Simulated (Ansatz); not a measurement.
Basis-set extrapolation for `F[SiH](F)S[SiH2]Cl` (PBE0-D4/def2-TZVP geometry, frozen core, Ansatz 0.2.0). Multiplicity 1, RHF reference.

```csv
,def2-TZVPP,def2-QZVPP
HF,-1635.917690,-1635.969907
MP2 correlation,-1.095483,-1.200083
CCSD(T) correlation,-1.187486,not run
```

Energies in hartree. Use E(X) = E(∞) + A·exp(−7.88·√X) for Hartree–Fock and E(X) = E(∞) + B·X^(−2.97) for correlation, with X = 3 and 4, and add CCSD(T) minus MP2 of the smaller set to the MP2 limit.

Q: What is the CCSD(T) energy at the basis-set limit?

A: HF limit: -1635.969907 + (-0.052217) × 0.13774 = -1635.97710. MP2 limit: -1.200083 + (-0.104600) × 0.74074 = -1.27756. Higher-order term: -1.187486 − (-1.095483) = -0.09200. Total: -1637.34666 hartree, 6.57 eV below CCSD(T)/def2-TZVPP.
